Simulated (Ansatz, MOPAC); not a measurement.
Species: BHCl (charge +1, singlet). SMILES of the parent species: Cl[BH]

Atoms: B1, Cl2, H3. Bonds: B1-Cl2, B1-H3.

Bond lengths (Å) and angles (degrees) optimised at MNDO with MOPAC; PBE/6-31G* with Ansatz (a program for electronic structure); B3LYP/6-31G* with Ansatz, each started from the B3LYP-D3(BJ)/def2-TZVP structure (Ansatz) of the last column. A row stands for all coordinates that are equal there. 6-31G* holds six Cartesian d functions. No wavenumbers were computed at MNDO, PBE/6-31G*, so these may be saddle points.

| coordinate | MNDO | PBE/6-31G* | B3LYP/6-31G* | B3LYP-D3(BJ)/def2-TZVP |
|---|---|---|---|---|
| B1-Cl2 | 1.644 | 1.605 | 1.600 | 1.592 |
| B1-H3 | 1.157 | 1.187 | 1.176 | 1.171 |
| Cl2-B1-H3 | 180.0 | 180.0 | 180.0 | 180.0 |

Mean signed difference of all 2 bond lengths from B3LYP-D3(BJ)/def2-TZVP: MNDO 0.019 Å, PBE/6-31G* 0.014 Å, B3LYP/6-31G* 0.006 Å.
